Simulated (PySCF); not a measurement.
The numbers below are computed, except where a source is named.
CH5O2Si2

The system: CH5O2Si2, a small molecule (built as: end group CH2); neutral, doublet. The structure, one conformer, was relaxed in the gas phase by PBE0-D3(BJ)/def2-SVP. No frequency run checks that it is a minimum.

SMILES: [CH2][SiH]1O[SiH2]O1

```
atom   x (Å)   y (Å)   z (Å)
  O1  -0.817   0.208   1.085
 Si2  -1.743  -0.368  -0.210
  O3  -0.331  -0.939  -0.953
 Si4   0.607  -0.373   0.351
  C5   1.811   0.935  -0.097
  H6  -2.697  -1.444   0.167
  H7  -2.430   0.703  -0.980
  H8   1.259  -1.461   1.123
  H9   1.516   1.819  -0.672
 H10   2.868   0.894   0.190
```

EPR values by unrestricted B3LYP, IGLO-III on C O Si, pcH-1 on H.

Q: Predict g and the largest hyperfine couplings. Where does the spin sit?

A: g = 2.0022, 2.0022, 2.0032. The spin sits on C5 (102 %, bonded to 1 Si + 2 H) by Mulliken populations.
```csv
atom,isotope,isotropic (MHz),"dipolar, principal values (MHz)"
C5,13C,70.1,"-73.3, -73.0, 146.2"
H10,1H,-57.3,"-35.5, -1.1, 36.5"
H9,1H,-56.4,"-35.3, -1.5, 36.8"
Si4,29Si,38.8,"-9.0, 2.8, 6.2"
O1,17O,-13.8,"-5.1, 2.4, 2.7"
O3,17O,-13.4,"-4.9, 2.3, 2.6"
```

Q: How do the isotropic couplings move with BHandHLYP?

A: C5 70.1 to 89.9 MHz, H10 -57.3 to -66.3 MHz, H9 -56.4 to -64.7 MHz, Si4 38.8 to 47.6 MHz.

The 2 runs behind this took 53 s in all, one thread each of Intel Xeon 6975P-C on a shared host, launched as `OMP_NUM_THREADS=1 python cluster_run.py task.json out`.
